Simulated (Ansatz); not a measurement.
GaGeH$_{7}$Si, SMILES `[SiH3][GeH2][GaH2]` at its PBE0-D4/def2-TZVP geometry, where that method's forces vanish. Total charge 0; spin multiplicity 1.

```json
{"atom": "Si1", "x (Å)": "0.308", "y (Å)": "1.327", "z (Å)": "1.186"}
{"atom": "Ge2", "x (Å)": "-0.613", "y (Å)": "0.250", "z (Å)": "-0.731"}
{"atom": "Ga3", "x (Å)": "0.192", "y (Å)": "-2.046", "z (Å)": "-0.882"}
{"atom": "H4", "x (Å)": "-0.162", "y (Å)": "2.733", "z (Å)": "1.298"}
{"atom": "H5", "x (Å)": "1.794", "y (Å)": "1.326", "z (Å)": "1.102"}
{"atom": "H6", "x (Å)": "-0.089", "y (Å)": "0.591", "z (Å)": "2.417"}
{"atom": "H7", "x (Å)": "-0.217", "y (Å)": "1.082", "z (Å)": "-1.968"}
{"atom": "H8", "x (Å)": "-2.149", "y (Å)": "0.315", "z (Å)": "-0.608"}
{"atom": "H9", "x (Å)": "-0.590", "y (Å)": "-3.207", "z (Å)": "-0.167"}
{"atom": "H10", "x (Å)": "1.526", "y (Å)": "-2.369", "z (Å)": "-1.647"}
```

**Question.** For each bond, give half the difference of the two atoms' forces along it (eV/Å; positive pushes the atoms apart) under PBE-D4, r2SCAN-D4, B3LYP-D4, ωB97M-V in def2-TZVPP. (An estimate is asked.)

**Answer.** Ansatz gave: 
```json
{"bond": "Si1–Ge2", "length (Å)": "2.384", "PBE-D4": "-0.02", "r2SCAN-D4": "0.02", "B3LYP-D4": "0.13", "ωB97M-V": "0.04"}
{"bond": "Si1–H4", "length (Å)": "1.487", "PBE-D4": "0.09", "r2SCAN-D4": "-0.01", "B3LYP-D4": "-0.09", "ωB97M-V": "-0.11"}
{"bond": "Si1–H5", "length (Å)": "1.488", "PBE-D4": "0.08", "r2SCAN-D4": "-0.01", "B3LYP-D4": "-0.08", "ωB97M-V": "-0.09"}
{"bond": "Si1–H6", "length (Å)": "1.488", "PBE-D4": "0.08", "r2SCAN-D4": "-0.02", "B3LYP-D4": "-0.08", "ωB97M-V": "-0.09"}
{"bond": "Ge2–Ga3", "length (Å)": "2.438", "PBE-D4": "-0.07", "r2SCAN-D4": "-0.03", "B3LYP-D4": "0.08", "ωB97M-V": "0.04"}
{"bond": "Ge2–H7", "length (Å)": "1.542", "PBE-D4": "0.10", "r2SCAN-D4": "-0.02", "B3LYP-D4": "-0.02", "ωB97M-V": "-0.06"}
{"bond": "Ge2–H8", "length (Å)": "1.542", "PBE-D4": "0.10", "r2SCAN-D4": "-0.02", "B3LYP-D4": "-0.02", "ωB97M-V": "-0.06"}
{"bond": "Ga3–H9", "length (Å)": "1.572", "PBE-D4": "0.05", "r2SCAN-D4": "-0.06", "B3LYP-D4": "-0.03", "ωB97M-V": "-0.08"}
{"bond": "Ga3–H10", "length (Å)": "1.571", "PBE-D4": "0.06", "r2SCAN-D4": "-0.06", "B3LYP-D4": "-0.03", "ωB97M-V": "-0.08"}
```

B3LYP here is the variant with VWN-RPA as its local correlation; programs differ in this.
